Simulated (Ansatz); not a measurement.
## Which is lower?

The two ends of one reaction step of SnH$_{4}$SO, singlet (PBE0-D4/def2-TZVP).

A:

Sn1  (0.483, 0.240, 0.902)
O2  (-0.915, -0.402, -0.886)
S3  (2.209, -0.733, -0.127)
H4  (-0.161, -0.832, -1.335)
H5  (0.091, 1.908, 0.783)
H6  (-0.463, -0.464, 2.141)
H7  (-1.244, 0.284, -1.479)
(Å)

B:

Sn1  (-0.038, 0.302, 0.574)
O2  (-1.640, 0.124, -0.546)
S3  (1.862, -0.417, -0.700)
H4  (1.456, -1.697, -0.731)
H5  (0.244, 1.941, 0.948)
H6  (-0.371, -0.721, 1.888)
H7  (-1.513, 0.469, -1.433)
(Å)

Ansatz 0.2.0; basis: def2-TZVPP; cores frozen in the correlated methods. Filled d shells of the heavier atoms are correlated. Core potentials replace the inner electrons of the atoms past krypton. The def2 sets are not built for correlating such inner shells, so the correlated values are less sure here. B3LYP uses VWN-RPA correlation.

**Question.** Which structure is lower at CCSD(T), and by how much? (An estimate is asked for; the value comes from the calculation.)

**Answer.** The calculation gives: B, by 74.5 kJ/mol (electronic energy, against the other). By their contacts, A is SnH₄SO ([OH2][SnH2][S]) and B is SnH₄SO ([OH][SnH2][SH]).

All methods give the same order:

| method | E(B) − E(A) (kJ/mol) |
| --- | --- |
| SPW92 | -58.5 |
| PBE-D4 | -61.8 |
| BLYP-D4 | -63.8 |
| r2SCAN-D4 | -68.9 |
| B97M-V | -68.1 |
| PBE0-D4 | -67.4 |
| B3LYP-D4 | -68.5 |
| r2SCAN0-D4 | -70.2 |
| BHLYP-D4 | -74.9 |
| CAM-B3LYP-D4 | -77.1 |
| wB97X-V | -80.9 |
| wB97M-V | -72.0 |
| B2PLYP | -71.3 |
| PBE-QIDH | -72.9 |
| RPA on PBE | -78.6 |
| HF | -81.7 |
| MP2 | -72.8 |
| CCSD | -77.9 |
| CCSD(T) | -74.5 |

T1 diagnostic: at most 0.016.

Labels in which every atom is bracketed show which atoms are joined, not bond orders.

For scale, one of the runs: CCSD(T)/def2-TZVPP, 179 basis functions, launched by `ansatz run in.yaml --threads 4 --pin off --events-out ev --progress --plain --max-ram 9574MiB`. Hardware: 4 CPU threads of an Arm Neoverse V1, shared host. Wall time 40 s; peak host memory 1.9 GiB.
